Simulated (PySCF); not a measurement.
## Dipole response of Tl (thallium, neutral)

[Xe] 4f14 5d10 6s2 6p1, 2P determinant. Calculation: PySCF 2.14, in aug-cc-pwCVTZ-DK3 (11s10p8d5f1g, 125 functions); the spin-free X2C one-electron Hamiltonian (Gaussian nucleus). Coupled (time-dependent) response in atomic units; α is the mean over directions.

```tsv
method	mean α (bohr³)	α xx, yy, zz	C₆ (like pair)	S(−4)
UHF	77.65	56.71, 119.5, 56.71	847.7	3981
```

S(−4) is the Cauchy moment in α(ω) = α(0) + S(−4) ω² + …

Reference α: 50 ± 2 bohr³ (recommended; Schwerdtfeger and Nagle, table of static dipole polarizabilities (2023 update)). Published C₆: 509.0 (Gould and Bucko (2016)).

Spin-orbit coupling is absent.

Hartree-Fock lies above the reference because it lacks correlation, which contracts the outer shell.

α(iu) at UHF:

```tsv
u (hartree)	α(iu) (bohr³)
0	77.65
0.0500	69.37
0.100	55.01
0.200	34.63
0.300	23.83
0.500	13.82
0.750	8.748
1.00	6.300
1.50	3.910
2.00	2.724
3.00	1.556
5.00	0.7009
```

A single London oscillator, α(iu) = α/(1 + u²/ω²), gives C₆ = (3/4) ω α². Matching the computed C₆ needs ω = 4 × 847.7 / (3 × 77.65²) = 0.187 hartree.

The components differ because the open shell of this determinant is not spherical; for a pure term their mean is the scalar polarisability.

Spin-orbit coupling, absent here, splits the open shell strongly.
